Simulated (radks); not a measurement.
The numbers below are computed, except where a source is named.
Task: Ca, 20 electrons, occupied as [Ar] 4s2. Code: a radial shooting solver on a logarithmic mesh with Libxc functionals. Model: Dirac Kohn-Sham, SOGGA, spin-unpolarised, spherical densities, point nucleus. Some entries of the table are withheld. Estimate them.

orbital,occ.,eigenvalue (hartree),<1/r> (bohr^-1),<r^2> (bohr^2)
1s1/2,2,(1),19.72,0.007957
2s1/2,2,-15.19807,4.051,(2)
2p1/2,2,-12.37366,(3),0.1319
2p3/2,4,-12.23844,(4),0.1338
3s1/2,2,-1.72376,1.210,1.545
3p1/2,2,(5),1.083,1.893
3p3/2,4,(6),1.074,1.917
4s1/2,2,-0.13580,(7),(8)

Result: 
(1) 1s1/2 eigenvalue (hartree): -144.9115
(2) 2s1/2 <r^2> (bohr^2): 0.1575
(3) 2p1/2 <1/r> (bohr^-1): 3.977
(4) 2p3/2 <1/r> (bohr^-1): 3.935
(5) 3p1/2 eigenvalue (hartree): -1.03431
(6) 3p3/2 eigenvalue (hartree): -1.02020
(7) 4s1/2 <1/r> (bohr^-1): 0.3194
(8) 4s1/2 <r^2> (bohr^2): 18.61
